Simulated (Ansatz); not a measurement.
Job for Ansatz (an electronic-structure program): R-B3LYP/def2-TZVPPD on H2 (SMILES [H][H]) with ghost functions. Files ending in .json are basis or fitting sets from the Basis Set Exchange.

Ansatz 0.2 input:
```yaml
crystal:
  periodic: [false, false, false]
  atoms:
    - {symbol: H, position_ang: [-0.10425463, 0.03910725, 3.50442295]}
    - {symbol: H, position_ang: [0.13007456, -0.26228641, 4.14331887]}
basis:
  gaussian:
    orbitals: def2-TZVPPD.json
    ghost_atoms:
      - {symbol: O, position_ang: [0.50265137, -0.48885925, -0.95778760]}
      - {symbol: C, position_ang: [-0.00848716, 0.07421414, -0.08262689]}
      - {symbol: O, position_ang: [-0.52000355, 0.63784891, 0.79265810]}
hamiltonian:
  xc: {name: B3LYP}
scf: {lower_state_search: off}
```

The log:

```
WARN ansatz: RAYON_NUM_THREADS=1 ignored (pool sized by the plan → 1); use --threads N
Functional definition: B3LYP
these checks for a lower state are left out or cut short: stability, starts, cluster_reference, orbital_swaps, neighbouring_geometries, increment
integrals: 0.04 GiB planned
638 factors; their error is unknown
mean field: 0.39 GiB planned
mean field evaluation 1: about -31.9495 eV, gradient 7.0e0 eV
mean field evaluation 2: about -32.1050 eV, gradient 1.5e0 eV
mean field evaluation 4: about -32.1130 eV, gradient 1.3e-2 eV
mean field evaluation 8: about -32.1100 eV, gradient 5.0e-5 eV
mean field -32.10998795 eV, -1.1800202921 hartree, gradient 2.5e-6 eV, S^2 0.000000; 0 other end points of the search recorded, 0 dependent functions left out
reference -32.11012558 eV, -1.1800253499 hartree; 1, 1 occupied and 150, 150 virtual orbitals, 638 factors
Total energy: -32.11012558 eV, -1.1800253499 hartree
Checks for a lower state left out: stability, starts, cluster_reference, orbital_swaps, neighbouring_geometries, increment
```

The calculation finished and met its thresholds.

Cost: around 1.0 core-seconds (rough).
